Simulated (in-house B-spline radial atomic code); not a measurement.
The numbers below are computed, except where a source is named.
Ghost states of the separable form: Se

Se, [Ar] 3d10 4s2 4p4, non-relativistic LDA (VWN5), spherical and spin-unpolarised, from a B-spline radial code for spherical atoms (atomic units; all potentials screened as in the neutral atom).

Troullier-Martins channels: 4s (ε = -0.6212, r_c = 1.306 bohr), 4p (ε = -0.2458, r_c = 1.595 bohr). In the Kleinman-Bylander form one channel serves as the local potential, and each other channel l becomes |δV u><u δV|/<u|δV|u>, with δV = V_l − V_local and u the pseudo-orbital. Its strength is E_KB = <u|δV²|u>/<u|δV|u>. By the analysis of Gonze, Stumpf and Scheffler a spurious state lies below the reference level ε if E_KB > 0 and ε is above the second level of the local potential alone, or if E_KB < 0 and ε is above its first. The table's levels are those of angular momentum l in a sphere of 9 bohr, whose wall can lift a shallow ε a little above its free-atom value.

```csv
local,channel,<u δV u>,<u δV² u>,ε,first local level,second local level
p,s,0.033797,0.24094,-0.6212,-0.7018,-0.0028
s,p,-0.01014,0.11982,-0.2457,-0.2459,0.0938
```

Question: Apply the rule to each row.

Answer: Local p, channel s: E_KB = +7.13, so ε = -0.6212 is set against -0.0028: no ghost. Local s, channel p: E_KB = -11.8, so ε = -0.2457 is set against -0.2459: a ghost.

Diagonalising the separable Hamiltonian gives:

| local | channel | three lowest levels | all-electron, two lowest valence levels |
| --- | --- | --- | --- |
| p | s | -0.6212, 0.0147, 0.2980 | -0.6212, 0.0146 |
| s | p | -0.3821, -0.2457, 0.0959 | -0.2457, 0.0926 |

Question: Which choices of local channel are safe?

Answer: Free of ghosts: p. With s local the p channel has a ghost 0.14 hartree below ε, since the attractive projector pulls a state below the first local level. Among the safe choices the second level, which tests transfer, is off by at most 0.1 millihartree (p local).
